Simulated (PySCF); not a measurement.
Cl3Ge, SMILES [Cl][Ge]([Cl])[Cl] (connectivity only; charge and spin as stated), charge +1, multiplicity 1.

Geometry optimised at B3LYP-D3(BJ)/def2-SVP. The multiplicity is an assumed one; other spin states were not compared. The isomer is the one that the SMILES or the coordinates give; other isomers of the formula were not compared.

Two levels are set side by side: PBE/def2-TZVPD (PySCF) and M06-2X/def2-TZVPD (PySCF). Same geometry, gas phase. Differences are taken from unrounded values.

```
quantity                     M06-2X     PBE  PBE minus M06-2X
---------------------------  ------  ------  ----------------
orbital gap (eV)               8.88    4.00             -4.87
highest occupied level (eV)  -16.76  -13.95              2.81
lowest empty level (eV)       -7.89   -9.95             -2.06
mean polarisability (bohr³)    62.6    66.3               3.7
```

PBE's occupied levels lie high since its potential decays too fast outside the molecule; exact exchange lowers them and widens the gap. PBE's more diffuse valence density responds more strongly to a field. Differences between two approximate levels are no errors against the true value.

Rough cost on one machine, each run with all the roots and properties that it gave: M06-2X against PBE about 3 times.
